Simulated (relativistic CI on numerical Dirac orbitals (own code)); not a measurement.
**Radial parameters of Ni XIII**

Calculated at this level of theory: Dirac-Coulomb-Breit CI, orbitals from a KLI potential per configuration, QED by a radiative potential, unscaled Slater integrals (own radial code, finite nucleus).

Slater integrals F^k, G^k are unscaled and averaged over j, outside the closed core [Ne]; ζ comes from projecting the Hamiltonian with its Breit term on Σ l·s of the shell.

- 3s²3p⁴: F^2(3p,3p) = 153990, ζ(3p) = 16591 cm⁻¹; <r>(3p) = 0.6509, <r^2>(3p) = 0.4882 (bohr units).
- 3s3p⁵: G^1(3s,3p) = 199880, ζ(3p) = 16570 cm⁻¹; <r>(3s) = 0.6528, <r^2>(3s) = 0.4848, <r>(3p) = 0.6517, <r^2>(3p) = 0.4896 (bohr units).
- 3s²3p³3d: F^2(3p,3p) = 153780, ζ(3p) = 16578, F^2(3p,3d) = 152390, G^1(3p,3d) = 174630, G^3(3p,3d) = 113110, ζ(3d) = 1423.5 cm⁻¹; <r>(3p) = 0.6518, <r^2>(3p) = 0.4896, <r>(3d) = 0.6137, <r^2>(3d) = 0.4405 (bohr units).

Averages of the first 10 configurations, taken without configuration mixing, which lowers the lowest level and can move excited configurations by several eV; other configurations of the list can lie among them:

| Configuration | Parity | States | Average energy above the lowest level (eV) |
| --- | --- | --- | --- |
| 3s²3p⁴ | even | 15 | 8.4 |
| 3s3p⁵ | odd | 12 | 56.9 |
| 3p⁶ | even | 1 | 112.2 |
| 3s²3p³3d | odd | 200 | 72.3 |
| 3s3p⁴3d | even | 300 | 117.8 |
| 3p⁵3d | odd | 60 | 170.0 |
| 3s3p³3d² | odd | 1800 | 180.8 |
| 3s²3p³4s | odd | 40 | 191.5 |
| 3s²3p²3d4p | odd | 900 | 271.7 |
| 3s²3p³4p | even | 120 | 207.7 |
